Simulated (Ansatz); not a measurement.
PBE exchange is replaced step by step with exact exchange (0 % is PBE, 25 % PBE0; no dispersion term), basis def2-TZVP, Ansatz. System: BiMe2Br (C₂H₆BiBr). The state is a singlet with charge 0. Geometry: PBE0-D4/def2-SVP.

Geometry of the singlet:

```tsv
atom	x (Å)	y (Å)	z (Å)
Bi1	0.735	1.173	0.234
C2	0.421	-0.108	-1.609
H3	0.373	-1.159	-1.294
H4	1.258	0.038	-2.305
H5	-0.524	0.187	-2.091
C6	-0.997	0.195	1.320
H7	-0.982	0.494	2.377
H8	-0.886	-0.894	1.238
H9	-1.940	0.516	0.852
Br10	2.541	-0.443	1.277
```

In the def2 sets Bi takes a core potential; there is no spin–orbit coupling.

```
exact exchange (%)  HOMO (eV)  LUMO (eV)  gap (eV)
                 0      -6.03      -2.32      3.70
                 5      -6.24      -2.18      4.06
                10      -6.45      -2.03      4.42
                15      -6.66      -1.89      4.78
                25      -7.09      -1.59      5.49
                35      -7.51      -1.30      6.21
                50      -8.15      -0.85      7.30
```
